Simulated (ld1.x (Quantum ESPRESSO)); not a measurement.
## Cutoff test, sulfur (S), ultrasoft

S, ultrasoft, made with ld1.x (Quantum ESPRESSO) 7.5 (PBE, scalar-relativistic). Core [Ne], reference 3s2 3p3.5 (charge +0.5). Waves: 3s (bound): rcut 1.25, rcutus 1.50 bohr; 3s channel at 0.05 Ry: rcut 1.25, rcutus 1.50 bohr; 3p (bound): rcut 1.40, rcutus 1.55 bohr; 3p channel at -0.5 Ry: rcut 1.40, rcutus 1.55 bohr. Local part: all-electron potential smoothed inside 1.35 bohr (lloc = -2). Core correction: a·sin(br)/r model core inside 1.00 bohr. Augmentation charge: built from norm-conserving waves at rcut, not smoothed further.

The pseudo-atom Hamiltonian at the reference potential is diagonalised in spherical Bessel functions j_l(qr) that vanish at 20 bohr, with q² up to the cutoff. All-electron valence levels (Ry): 3s -1.6348, 3p -0.8602.

**Question.** How do the lowest levels (Ry) of each channel move with the cutoff, and are there ghosts?

**Answer.**

| cutoff (Ry) | s #1 | p #1 | p #2 | d #1 | d #2 | f #1 | f #2 | Σ f·Δε (mRy) |
| --- | --- | --- | --- | --- | --- | --- | --- | --- |
| 8 | -1.6243 | -0.8205 | -0.0865 | -0.0404 | 0.0320 | 0.0395 | 0.1550 | 160.9 |
| 12 | -1.6311 | -0.8512 | -0.0893 | -0.0420 | 0.0301 | 0.0395 | 0.1550 | 40.0 |
| 18 | -1.6345 | -0.8587 | -0.0899 | -0.0428 | 0.0292 | 0.0395 | 0.1550 | 7.0 |
| 25 | -1.6346 | -0.8599 | -0.0900 | -0.0430 | 0.0291 | 0.0395 | 0.1550 | 2.4 |
| 35 | -1.6349 | -0.8603 | -0.0900 | -0.0430 | 0.0290 | 0.0395 | 0.1550 | 0.5 |
| 45 | -1.6349 | -0.8603 | -0.0900 | -0.0430 | 0.0290 | 0.0395 | 0.1550 | 0.3 |
| 400 | -1.6350 | -0.8604 | -0.0900 | -0.0430 | 0.0290 | 0.0395 | 0.1550 | 0.0 |

Result: no extra level below or beside the all-electron valence levels (s, p, d, f tested); 10 mRy is reached at 18 Ry and 1 mRy at 35 Ry.
